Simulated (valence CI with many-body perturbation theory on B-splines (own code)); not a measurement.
Level structure of W+

Level of theory: valence CI with perturbative core correlation (CI+MBPT): five valence electrons over a frozen Dirac-Fock core [Xe] 4f14, radial functions for each j: 9 s, 9 p, 9 d, 7 f, 4 g, 2 h, with the one-electron correlation potential Σ1, the two-electron term Σ2, the three-electron term Σ3, Breit, model QED; selected CI, second order for the rest, scaled by the run's own slope (own B-spline code, finite nucleus).

Against 7 measured levels this calculation errs by 274 cm⁻¹ on average and by 1079 at most. These come from a selection out of the NIST Handbook of Basic Atomic Spectroscopic Data. Levels without a partner in it may be off by more, other configurations by 1,000 to 4,000 cm⁻¹. Among the levels kept, up to 960 cm⁻¹ of a level comes from second order outside the variational space, and about a tenth of that is noise between levels of different J, which matters for small intervals. Only levels of the ground parity were solved; by the run's estimate the other parity begins above the list, which can be wrong where configurations are misplaced. 1 measured level below the end of the list, from 8711 cm⁻¹ on, found no clear computed partner, and computed levels of the same name lie up to 12293 cm⁻¹ from them.

Levels 1 to 42 of 42, with energies above the lowest level, 5d⁴6s ⁶D_1/2. "Leading %" is the weight of the configuration and term that name the level; weights of strongly mixed levels are sums over their largest components and can fall short. Lifetimes count E1, E2, E3, M1 and M2 decay at the calculated energies, and are blank where another channel may lead or the interval is too uncertain; long ones can be off by a factor of two.

```csv
No.,Configuration,Term,J,E (cm⁻¹),Leading %,Lifetime,g,Second component
1,5d⁴6s,⁶D,1/2,0.0,80,,3.201,14 % 5d⁴6s ⁴P
2,5d⁴6s,⁶D,3/2,1446,88,5.96 s,1.851,7 % 5d⁴6s ⁴P
3,5d⁴6s,⁶D,5/2,3055,93,4.00 s,1.647,
4,5d⁴6s,⁶D,7/2,4601,92,5.44 s,1.571,
5,5d⁴6s,⁶D,9/2,6065,87,11.0 s,1.531,9 % 5d⁴6s ⁴F
6,5d⁵,⁶S,5/2,6342,84,,1.941,9 % 5d⁵ ⁴P
7,5d⁴6s,⁴P,1/2,9005,38,247 ms,2.351,14 % 5d⁴6s ⁶D
8,5d³6s²,⁴F,3/2,9074,48,3.81 s,0.657,14 % 5d⁴6s ⁴F
9,5d⁴6s,⁴P,3/2,10743,32,584 ms,1.430,14 % 5d³6s² ⁴P
10,5d³6s²,⁴F,5/2,11527,47,740 ms,1.108,21 % 5d⁴6s ⁴F
11,5d⁴6s,⁴D,1/2,13046,59,455 ms,0.465,11 % 5d⁵ ⁴D
12,5d⁴6s,⁴P,5/2,13353,25,541 ms,1.480,14 % 5d⁵ ⁴P
13,5d³6s²,⁴F,7/2,13636,34,512 ms,1.192,29 % 5d⁴6s ⁴F
14,5d⁴6s,⁴D,3/2,14504,52,1.78 s,1.216,15 % 5d⁵ ⁴D
15,5d⁴6s,⁴D,5/2,14942,21,2.55 s,1.023,20 % 5d⁴6s ⁴G
16,5d⁴6s,⁴F,9/2,15086,24,377 ms,1.227,17 % 5d⁴6s ⁴G
17,5d⁴6s,⁴H,7/2,15376,45,,0.880,12 % 5d³6s² ⁴F
18,5d⁴6s,⁴G,5/2,16096,20,1.95 s,1.007,19 % 5d⁵ ⁴G
19,5d⁴6s,⁴D,7/2,16466,23,,1.186,15 % 5d⁴6s ⁴G
20,5d⁴6s,⁴H,9/2,16739,31,2.43 s,1.159,21 % 5d³6s² ⁴F
21,5d⁴6s,⁴H,11/2,17500,45,3.04 s,1.203,31 % 5d⁴6s ⁴G
22,5d⁴6s,⁴H,7/2,17935,22,838 ms,1.079,17 % 5d⁴6s ⁴D
23,5d⁵,⁴G,9/2,19037,29,,1.101,21 % 5d⁴6s ⁴G
24,5d³6s²,²D,3/2,19402,21,142 ms,0.919,13 % 5d⁴6s ²D
25,5d⁴6s,²F,5/2,19526,26,,0.914,19 % 5d⁵ ²F
26,5d⁴6s,⁴H,13/2,19656,87,7.22 s,1.215,9 % 5d⁴6s ²I
27,5d⁴6s,²P,1/2,19704,36,154 ms,0.640,18 % 5d⁴6s ⁴D
28,5d⁴6s,²D,5/2,19888,28,,1.190,12 % 5d⁵ ²D
29,5d⁴6s,⁴D,7/2,20185,18,420 ms,1.111,14 % 5d⁴6s ⁴H
30,5d⁴6s,⁴H,11/2,20296,42,,1.195,39 % 5d⁵ ⁴G
31,5d⁴6s,⁴F,3/2,21004,54,270 ms,0.512,20 % 5d³6s² ⁴F
32,5d⁴6s,⁴H,9/2,21111,27,429 ms,1.054,13 % 5d³6s² ²G
33,5d⁴6s,⁴F,5/2,22411,52,130 ms,1.013,13 % 5d⁵ ⁴G
34,5d⁴6s,⁴D,3/2,22637,40,117 ms,1.222,22 % 5d⁵ ⁴D
35,5d⁴6s,⁴D,7/2,22642,30,,1.131,29 % 5d³6s² ²G
36,5d³6s²,⁴P,1/2,23272,22,75.7 ms,2.203,22 % 5d⁴6s ⁴P
37,5d⁴6s,²G,7/2,23300,31,,1.079,20 % 5d⁴6s ⁴F
38,5d⁴6s,²G,9/2,23410,26,354 ms,1.072,25 % 5d⁴6s ²H
39,5d⁴6s,⁴D,5/2,23632,59,266 ms,1.309,14 % 5d⁵ ⁴D
40,5d⁵,²F,7/2,23849,18,,1.093,17 % 5d⁴6s ⁴G
41,5d⁴6s,²H,11/2,24128,36,1.64 s,1.095,14 % 5d⁵ ²H
42,5d⁴6s,⁴D,7/2,24927,21,284 ms,1.119,12 % 5d⁴6s ²G
```

Names give the largest LS component (configuration and term), which can be under half, so a name can repeat, a term be missing and a line seem to break the LS rules; names also repeat where a configuration has a term twice.

Where two levels of one J and parity lie close, their mixing, g and order are uncertain.

The ionisation energy to 5d⁴ ⁵D0 of the next ion comes out as 15.617 eV (NIST: 16.37 ± 0.15 eV (semi-empirical), further off than twice its uncertainty). All 42 levels together are meant to be complete up to 25009 cm⁻¹.
